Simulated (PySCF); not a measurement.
Species: C2H8F3NSi2.
SMILES: `FC(F)(F)CN[SiH2][SiH3]`

Computed with PySCF, TDDFT wB97X-D/def2-SVPD, vertical, gas phase, core orbitals frozen in the response. Geometry: PBE0-D3(BJ)/def2-SVP, one conformer, isolated molecule. Torsions of this conformer, `[F:1][C:2]([F:3])([F:4])[CH2:5][NH:6][SiH2:7][SiH3:8]`: F1–C2–C5–N6 -178°, C2–C5–N6–Si7 -85°, C5–N6–Si7–Si8 -156°.

Each state is given a Gaussian of 0.5 eV full width at half maximum, with ε(max) = 2.175×10⁸ f / Δν̃ (Δν̃ the width in cm⁻¹). The width is an assumption, not a result. The curve ends short of the highest state used, and states not computed would add to its high-energy end.

| λ (nm) | ε (L mol⁻¹ cm⁻¹) |
| --- | --- |
| 160.9 | 10333 |
| 162.5 | 10429 |
| 164.2 | 10150 |
| 165.8 | 9409 |
| 167.5 | 8151 |
| 169.1 | 6700 |
| 170.8 | 5137 |
| 172.4 | 3856 |
| 174.1 | 2816 |
| 175.7 | 2142 |
| 177.4 | 1672 |
| 179.0 | 1371 |
| 180.7 | 1123 |
| 182.3 | 914 |
| 184.0 | 706 |
| 185.7 | 518 |
| 187.3 | 369 |
| 189.0 | 248 |
| 190.6 | 170 |
| 192.3 | 122 |
| 193.9 | 103 |
| 195.6 | 101 |
| 197.2 | 111 |
| 198.9 | 125 |
| 200.5 | 138 |
| 202.2 | 147 |
| 203.8 | 148 |
| 205.5 | 142 |
| 207.1 | 130 |
| 208.8 | 112 |
| 210.4 | 94 |
| 212.1 | 74 |
| 213.8 | 56 |
| 215.4 | 41 |
| 217.1 | 29 |
| 218.7 | 20 |
| 220.4 | 13 |
| 222.0 | 8 |
| 223.7 | 5 |
| 225.3 | 3 |
| 227.0 | 2 |
| 228.6 | 1 |
| 230.3 | 1 |
| 231.9 | 0 |

Q: Where are the band maxima, and which computed states make them?

A: 203 nm (6.10 eV), ε about 150, made up of S1 (100%); 162 nm (7.64 eV), ε about 10000, made up of S4 (12%), S5 (32%), S6 (40%) and S7 (11%) (ε in L mol⁻¹ cm⁻¹; maxima over ε = 5, shares over 10%). The states used: S1 6.10 eV (f 0.0027); S2 6.90 eV (f 0.015); S3 7.13 eV (f 0.0090); S4 7.45 eV (f 0.033); S5 7.47 eV (f 0.086); S6 7.72 eV (f 0.082); S7 7.81 eV (f 0.030); S8 8.12 eV (f 0.126); S9 8.14 eV (f 0.013); S10 8.31 eV (f 0.048).

Q: Coming from long wavelengths, where does ε first pass 100 L mol⁻¹ cm⁻¹?

A: At about 210 nm (5.91 eV), 0.19 eV below S1.

Q: What would ε be at 7.64 eV, the highest of these maxima, with half the width (0.25 eV)?

A: About 10700 L mol⁻¹ cm⁻¹ against 10400, a factor of about 1.0; a lone state at its own centre would give exactly 2.

Q: Does any computed singlet lie in the visible range?

A: No computed singlet lies in the visible range (380 to 750 nm); the lowest, at 203 nm, stands 2.83 eV above its violet end (3.26 eV).

The vertical ionisation energy (ΔSCF) is 9.33 eV, 1.03 eV above S10.
